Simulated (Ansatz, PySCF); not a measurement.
This triplet is an excited state, 0.97 eV above the relaxed singlet at the level B3LYP/cc-pVTZ // PBE0-D3(BJ)/def2-TZVP (Ansatz, a first-principles code).

**CH$_{3}$GeNSi, SMILES `[Ge]([C]#N)[SiH3]` (excited triplet) (charge 0, multiplicity 3)**

Level of theory: PBE0-D3(BJ)/def2-TZVP (PySCF 2.14.0).

| Property | Result |
|---|---|
| highest occupied spin orbital | -6.15 eV |
| dipole moment | 4.50 D |
| total energy | -2460.6275 Ha |
| cost | about 2.2 core-minutes (a rough figure) |

Bond lengths (Å): N1–C2 1.158, C2–Ge3 1.901, Ge3–Si4 2.385, Si4–H5 1.481, Si4–H6 1.484, Si4–H7 1.484. Bond angles (°): N1–C2–Ge3 177.4, C2–Ge3–Si4 117.2, Ge3–Si4–H5 105.0, Ge3–Si4–H6 109.4, Ge3–Si4–H7 109.1, H5–Si4–H6 111.1, H5–Si4–H7 111.1, H6–Si4–H7 110.9.
Charge 0, spin multiplicity 3.
